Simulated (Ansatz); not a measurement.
Molecule: C4H3OSe, net charge -1, singlet state. It need not be the lowest isomer of its formula. Whether it binds its extra electron was not tested at this geometry. 
Coordinates optimised at B3LYP-D3(BJ)/def2-TZVP (Ansatz, a quantum-chemistry and plane-wave program):
```
C
C 1 1.3480
H 2 1.0797 1 128.12
H 1 1.0850 2 123.00 3 0.00
C 1 1.4833 4 118.90 2 180.00
O 5 1.2666 1 122.58 4 0.00
C 5 1.4054 6 127.68 1 -180.00
H 7 1.0784 5 126.25 6 0.00
Se 2 1.8855 3 120.28 1 180.00
```
Charge -1, spin multiplicity 1.

Total electronic energies in hartree. Correlated levels leave the core frozen unless marked. No spin-orbit coupling. The frozen core is the preceding noble-gas configuration, with the filled d and f shells of earlier blocks. Non-relativistic. CBS marks a two-point X^-3 extrapolation of the correlation energy; Hartree-Fock from the larger set. [CCSD(T)-MP2]/basis is that difference in the basis named.

| level | program | energy (Eh) |
|---|---|---|
| r2SCAN-D4/def2-TZVPD | Ansatz + dftd4 | [?] |
| PBE0-D3(BJ)/def2-TZVP | Ansatz + dftd3 | -2630.56189 |
| wB97X-V/def2-TZVPD | Ansatz | [?] |
| RPA@PBE/cc-pVTZ | Ansatz | -2629.55354 |
| MP2/aug-cc-pVTZ | Ansatz | -2629.07917 |
| CCSD/cc-pVDZ | Ansatz | -2628.72238 |
| CCSD(T)/6-31G | Ansatz | -2628.00851 |
| RI-MP2/CBS(aug-cc-pVTZ,aug-cc-pVQZ)+[CCSD(T)-MP2]/aug-cc-pVTZ | Ansatz | -2629.2758 |
| CCSD(T)/CBS(aug-cc-pVTZ,aug-cc-pVQZ) | Ansatz | -2629.2628 |

What belongs in the gaps?


- r2SCAN-D4/def2-TZVPD, energy (Eh): -2630.97634
- wB97X-V/def2-TZVPD, energy (Eh): -2630.81094
